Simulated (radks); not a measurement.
Fractional charge and spin in the 4d shell of indium: the spin-up occupation runs from 4 to 5 and the spin-down occupation from 4 to 5; the fullest corner is In2+, [Kr] 5s(up 0.5, down 0.5) 4d(up 5, down 5). Method: scalar-relativistic Kohn-Sham, r2SCAN, spin-polarised, spherical densities, finite nucleus; meta-GGA in the generalised Kohn-Sham scheme; Fermi nuclear charge, rms radius of each element as measured or else 0.836 A^(1/3) + 0.57 fm; computed with a radial shooting solver on a logarithmic mesh with Libxc functionals. Energy (eV) above the fullest corner. The planes named below are the two flat planes that join the four corners, with an edge along up + down = one added electron.

| down \ up | 4 | 4.5 | 5 |
|---|---|---|---|
| 4 | 107.203 | 73.911 | 44.864 |
| 4.5 | 73.911 | 45.143 | 20.468 |
| 5 | 44.864 | 20.468 | 0.000 |

Corners above the fullest one (they belong to In3+ and the next ion): (up 5, down 4) 44.864 eV, (up 4, down 5) 44.864 eV, (up 4, down 4) 107.20 eV. With half an added electron in each spin the energy lies 0.279 eV from the planes, and with half an added electron in spin up alone -2.122 eV. The planes are only a guide here: the flat-plane condition holds for ground states with one frontier orbital, while this shell lies below other occupied shells, so the corners above the fullest one are inner-hole states and not the ground states of those ions.
